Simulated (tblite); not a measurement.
Compound: C₄H₆O₃Si.
SMILES with atom numbers: `[CH2:1]=[CH:2][C@@H:3]1[O:4][SiH2:5][O:6][C:7]1=[O:8]` (hydrogens: H9, H10 on C1; H11 on C2; H12 on C3; H13, H14 on Si5)

Computed with GFN2-xTB (tblite), gas phase: L-BFGS steps from a force-field or distance-geometry start until the largest atomic force falls under 0.01 eV/Å.

Step 37: E = -697.5312 eV
```
atom  x, y, z in Å  |  force x, y, z in eV/Å
C1     -2.0176   -0.8557    0.2744    0.025   0.005   0.024
C2     -1.4800    0.2389   -0.2268    0.004   0.005  -0.018
C3     -0.0817    0.3450   -0.7631    0.039   0.003   0.033
O4      0.6600   -0.8395   -0.6668    0.028  -0.008  -0.015
Si5     1.9321   -0.7120    0.3465   -0.006  -0.004   0.016
O6      1.6879    0.8982    0.6968   -0.042  -0.024  -0.049
C7      0.6485    1.4186    0.0632    0.000   0.040  -0.047
O8      0.3205    2.5640    0.1341   -0.002   0.007   0.025
H9     -3.0173   -0.8627    0.6711   -0.019   0.015  -0.026
H10    -1.4808   -1.7879    0.3002    0.054  -0.016   0.001
H11    -2.0099    1.1797   -0.2634   -0.027   0.011   0.005
H12    -0.1082    0.6713   -1.8133    0.005  -0.021   0.065
H13     1.7471   -1.4511    1.5806   -0.019  -0.003  -0.005
H14     3.1986   -0.8073   -0.3557   -0.040  -0.009  -0.010
```

Step 38: E = -697.5318 eV
```
atom  x, y, z in Å  |  force x, y, z in eV/Å
C1     -2.0104   -0.8582    0.2772    0.026   0.016   0.027
C2     -1.4773    0.2385   -0.2249    0.008   0.002  -0.019
C3     -0.0809    0.3481   -0.7677    0.013   0.003   0.027
O4      0.6628   -0.8359   -0.6774    0.011   0.008  -0.020
Si5     1.9265   -0.7137    0.3464   -0.017   0.003   0.011
O6      1.6832    0.8955    0.6986   -0.031   0.007  -0.042
C7      0.6499    1.4210    0.0593   -0.014   0.014  -0.035
O8      0.3249    2.5672    0.1294    0.004   0.005   0.020
H9     -3.0093   -0.8639    0.6772   -0.004  -0.002  -0.028
H10    -1.4717   -1.7901    0.3016    0.035   0.008  -0.001
H11    -2.0114    1.1778   -0.2582   -0.007  -0.008   0.002
H12    -0.1145    0.6759   -1.8170    0.012  -0.020   0.062
H13     1.7291   -1.4532    1.5766   -0.021  -0.022   0.024
H14     3.1982   -0.8093   -0.3432   -0.016  -0.013  -0.028
```

Step 39: E = -697.5322 eV
```
atom  x, y, z in Å  |  force x, y, z in eV/Å
C1     -2.0047   -0.8596    0.2799    0.024   0.016   0.023
C2     -1.4752    0.2383   -0.2238    0.008  -0.001  -0.009
C3     -0.0801    0.3503   -0.7706   -0.012  -0.001   0.015
O4      0.6652   -0.8332   -0.6857   -0.002   0.016  -0.015
Si5     1.9222   -0.7150    0.3466   -0.019   0.005   0.007
O6      1.6791    0.8935    0.6991   -0.007   0.029  -0.026
C7      0.6505    1.4228    0.0557   -0.021  -0.007  -0.011
O8      0.3279    2.5695    0.1261    0.004   0.006   0.011
H9     -3.0034   -0.8650    0.6816    0.011  -0.014  -0.029
H10    -1.4643   -1.7913    0.3022    0.020   0.027   0.001
H11    -2.0123    1.1765   -0.2544    0.006  -0.019  -0.002
H12    -0.1186    0.6788   -1.8185    0.015  -0.013   0.036
H13     1.7156   -1.4552    1.5742   -0.022  -0.030   0.036
H14     3.1975   -0.8108   -0.3346   -0.005  -0.016  -0.035
```

**Question.** Estimate the geometry and energy of step 40. (The exact step hangs on the optimiser's Hessian estimate; all steps are aligned on step 39, rigid shifts and turns removed.)

**Answer.** E = -697.5326 eV, largest force 0.046 eV/Å
```
atom  x, y, z in Å  |  force x, y, z in eV/Å
C1     -2.0001   -0.8603    0.2824    0.017   0.010   0.016
C2     -1.4735    0.2381   -0.2232    0.003  -0.002   0.003
C3     -0.0797    0.3518   -0.7723   -0.026  -0.002   0.002
O4      0.6670   -0.8311   -0.6920   -0.008   0.016  -0.005
Si5     1.9186   -0.7159    0.3469   -0.013   0.002   0.007
O6      1.6760    0.8925    0.6990    0.017   0.034  -0.010
C7      0.6507    1.4240    0.0529   -0.019  -0.014   0.013
O8      0.3302    2.5713    0.1239   -0.002   0.008   0.000
H9     -2.9991   -0.8662    0.6839    0.019  -0.021  -0.026
H10    -1.4583   -1.7916    0.3028    0.012   0.034   0.005
H11    -2.0129    1.1752   -0.2517    0.012  -0.019  -0.007
H12    -0.1215    0.6807   -1.8189    0.013  -0.001   0.002
H13     1.7052   -1.4570    1.5732   -0.020  -0.027   0.032
H14     3.1967   -0.8120   -0.3291   -0.006  -0.018  -0.034
```

The energy changes by -0.0003 eV. The first-order estimate −F·Δx gives -0.0005 eV and the mean of the old and new forces, exact on a quadratic surface, -0.0003 eV. The step makes an angle of 78° with the force vector and moves no atom by more than 0.011 Å.

The cost below is that of the whole relaxation. Hardware: one thread of an Arm Neoverse N1, no GPU, shared host with 64 logical CPUs at a one-minute load of 52. Cost: 0.9 s.
